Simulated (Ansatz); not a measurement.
Reaction R1 → P1 + P2, each structure at its B3LYP-D3(BJ)/def2-TZVP stationary point, reached from a drawn start (curvature not checked).
R1: Cl4Se (SMILES Cl[Se](Cl)(Cl)Cl), charge 0, multiplicity 1.
P1, Cl2Se (SMILES Cl[Se]Cl) (charge 0, multiplicity 1):
```tsv
atom	x (Å)	y (Å)	z (Å)
Se	0.0050	0.0049	-0.9155
Cl	1.6852	-0.0061	0.4670
Cl	-1.6902	0.0012	0.4486
```
P2, Cl2 (SMILES ClCl) (charge 0, multiplicity 1, Z-matrix in Å and degrees):
```
Cl
Cl 1 2.0135
```

P less R. No zero-point or thermal terms; no spin–orbit coupling.

Frozen-core correlation throughout. In cc and def2 sets filled d and f shells under p-block atoms count as core. CBS: X⁻³ extrapolation of the correlation energy, Hartree–Fock from the larger set.

Run with Ansatz (a quantum-chemistry and plane-wave program) with Gaussian orbitals. Each number belongs to the level named beside it.

Estimate the reaction energy that CCSD/def2-QZVPP returns for this input.

5.1 kcal/mol

Estimate the reaction energy that CCSD(T)/CBS(def2-TZVPP, def2-QZVPP) returns for this input.

12.0 kcal/mol

Predict the reaction energy from CCSD(T)/def2-SVP.

2.1 kcal/mol
